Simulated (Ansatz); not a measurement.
Relaxation of BCl₂FH₃Si (8 atoms, charge 0, multiplicity 2), to a largest force component of 0.03 eV/Å in at most 50 steps.

Level of theory: Ansatz 0.2.0, UKS PBE/6-31G*.

```xyz
8
Properties=species:S:1:pos:R:3
B 0.016 0.350 -0.499
Cl 0.018 0.133 2.557
Cl 1.571 -0.213 -1.111
F -1.123 -0.179 -0.900
Si 0.000 -0.003 4.669
H -0.747 -1.235 5.068
H 1.413 -0.069 5.152
H -0.680 1.215 5.207
```

Problem. Where does it end, and by what steps?

Solution. It did not converge within its limit. The force dipped under the threshold on the way, but the program's further checks kept it going. After 49 steps the energy has fallen by 0.070 eV; F4 moved furthest, 1.95 Å.

```
step  energy less start (eV)  largest force component (eV/Å)  accepted
   0                  0.0000                           0.483       yes
   2                 -0.0158                           0.149       yes
   4                 -0.0168                           0.197       yes
   6                 -0.0220                           0.016       yes
   8                 -0.0234                           0.041       yes
  10                 -0.0247                           0.112       yes
  12                 -0.0273                           0.146       yes
  14                 -0.0285                           0.110       yes
  16                 -0.0305                           0.069       yes
  18                 -0.0317                           0.054       yes
  20                 -0.0334                           0.108       yes
  22                 -0.0347                           0.126       yes
  24                 -0.0373                           0.057       yes
  26                 -0.0397                           0.177       yes
  28                 -0.0430                           0.144       yes
  30                 -0.0444                           0.246        no
  32                 -0.0477                           0.165       yes
  34                 -0.0492                           0.115       yes
  36                 -0.0500                           0.070       yes
  38                 -0.0511                           0.070       yes
  40                 -0.0518                           0.049       yes
  42                 -0.0507                           0.384        no
  44                 -0.0563                           0.079       yes
  46                 -0.0599                           0.274       yes
  48                 -0.0698                           0.186       yes
  49                 -0.0646                           0.503        no
```

```xyz
8
Properties=species:S:1:pos:R:3
B -0.028 -0.094 -0.066
Cl -0.027 1.746 2.769
Cl 1.676 -0.069 -0.547
F -0.510 -1.017 0.750
Si -0.143 0.134 4.085
H -1.272 -0.748 3.658
H 1.155 -0.611 4.026
H -0.383 0.658 5.468
```

Time of the run: 79 s on 4 threads of Arm Neoverse V1, on a shared host, peak memory 0.18 GiB.
